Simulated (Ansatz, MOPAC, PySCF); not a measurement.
System: InBr2 (charge 0, doublet). SMILES: [Br][In][Br]
Structure (B3LYP-D3(BJ)/def2-TZVP (Ansatz, a quantum-chemistry and plane-wave program) minimum search):
```
In
Br 1 2.5425
Br 1 2.5425 2 121.33
```
Charge 0, spin multiplicity 2.

Property: vertical ionisation energy to the singlet, in eV. Set-up: frozen cores in correlated levels (noble-gas shells and the d and f shells of earlier blocks); dispersion terms only where a functional's name holds one; LANL2DZ with its own core potentials from Na on; spin-orbit terms left out; each state is the SCF solution reached for its charge and spin; def2 sets with scalar-relativistic core potentials past Kr; open shells spin-unrestricted; STO-3G and 3-21G all-electron and non-relativistic. First-principles rows: single points at B3LYP-D3(BJ) geometries (Ansatz). Semi-empirical rows: differences of heats of formation at the shared geometry for vertical values. The spin state of an ion or metal species was assumed, not searched.

```csv
level,program,vertical ionisation energy to the singlet (eV)
PM3,MOPAC,10.51
MNDO,MOPAC,9.90
HF/LANL2DZ,Ansatz,8.99
B3LYP/3-21G,Ansatz,8.52
M06-2X/LANL2DZ,PySCF,9.07
MP2/LANL2DZ,Ansatz,8.53
PBE/def2-TZVPD,Ansatz,8.72
M06-2X/def2-TZVPD,PySCF,8.93
```

No value to compare with is used here. The 6 habitual levels span 8.52 (B3LYP/3-21G) to 10.51 eV (PM3); PBE/def2-TZVPD gives 8.72.

The levels are drawn from those run, B3LYP/6-31G* more often than the rest, none by its result; runs whose electronic state is in doubt are left out.
